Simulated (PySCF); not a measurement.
# Electron correlation in Ir⁺ (iridium, charge +1)

[Xe] 4f14 5d7 6s1, high-spin 5F determinant. Computed with PySCF 2.14 in ANO-RCC-VTZP (8s7p5d3f1g, 84 functions), with scalar relativity by spin-free X2C-1e. Frozen: [Xe] 4f14; 8 electrons correlated.

```csv
level,correlation energy (mhartree)
CCSD,-174.57
(T),-5.42
CCSD(T),-179.99
```

Diagnostics: T1 = 0.0072, D1 = 0.0206, largest double amplitude 0.028.

Spin-orbit coupling, absent here, splits the open shell strongly.

Cost of the coupled-cluster step: about 4 core-seconds, for 8 correlated electrons.
